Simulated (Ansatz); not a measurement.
Reaction (atomization): `[I][Ga]([I])[I]` → Ga• + 3 I•

Gas-phase electronic energies from Ansatz, PBE0-D4/def2-TZVP geometries. CCSD(T)/CBS adds triple-zeta CCSD(T) − MP2 to the extrapolated MP2 energy (def2 sets, frozen cores). Functionals use def2-TZVPP. B3LYP here is the variant with VWN-RPA as its local correlation; programs differ in this. HSE06 is defined as in plane-wave codes. No spin–orbit coupling; open shells (•) take unrestricted orbitals. Spin–orbit coupling would lower the free atoms: clearly for Ga; strongly for I. Elements past krypton have def2 core potentials. For Ga, I outer-core shells are correlated without core-valence functions, so the limit isn't a true one: a few kJ/mol of doubt a bond, and 10 to 20 or more in all where bonds break to atoms. Scalar relativity is left out up to krypton.

`[I][Ga]([I])[I]`:

Cartesian coordinates in Å:
```
I -1.457 0.296 1.971
Ga 0.000 0.000 0.000
I 1.251 -2.106 -0.305
I 0.206 1.810 -1.666
```

```json
{"level": "B3LYP-D4", "ΔE (eV)": "8.08", "difference from CCSD(T)/CBS": "-0.67"}
{"level": "HSE06-D4", "ΔE (eV)": "8.60", "difference from CCSD(T)/CBS": "-0.15"}
{"level": "ωB97M-V", "ΔE (eV)": "8.06", "difference from CCSD(T)/CBS": "-0.69"}
{"level": "revPBE", "ΔE (eV)": "7.83", "difference from CCSD(T)/CBS": "-0.92"}
{"level": "r2SCAN0", "ΔE (eV)": "8.41", "difference from CCSD(T)/CBS": "-0.34"}
{"level": "BHLYP", "ΔE (eV)": "7.60", "difference from CCSD(T)/CBS": "-1.15"}
{"level": "CCSD/def2-SVP", "ΔE (eV)": "7.52", "difference from CCSD(T)/CBS": "-1.23"}
{"level": "HF/def2-TZVPP", "ΔE (eV)": "5.85", "difference from CCSD(T)/CBS": "-2.90"}
{"level": "MP2/def2-TZVPP", "ΔE (eV)": "9.04", "difference from CCSD(T)/CBS": "0.29"}
{"level": "SCS-MP2/def2-TZVPP", "ΔE (eV)": "8.48", "difference from CCSD(T)/CBS": "-0.27"}
{"level": "CCSD(T)/CBS", "ΔE (eV)": "8.75", "difference from CCSD(T)/CBS": "0"}
```

Largest T1 diagnostic among the species: 0.013.

The D4 term adds +0.39 eV with B3LYP and +0.21 eV with PBE0; it sums over pairs of atoms, weighted by their polarisabilities, and B3LYP, whose exchange is more repulsive, gets the larger term. In def2-TZVPP, CCSD(T) changes the Hartree–Fock value by +2.50 eV (the triples alone add +0.34 eV) and MP2 by +3.20 eV; breaking electron pairs costs correlation energy, which Hartree–Fock lacks.

For atomizations the MP2-based limit and the directly extrapolated one differ by several kJ/mol either way, and by 10 to 25 for some Ge, Se and Sn compounds, so smaller differences from it don't rank the levels.
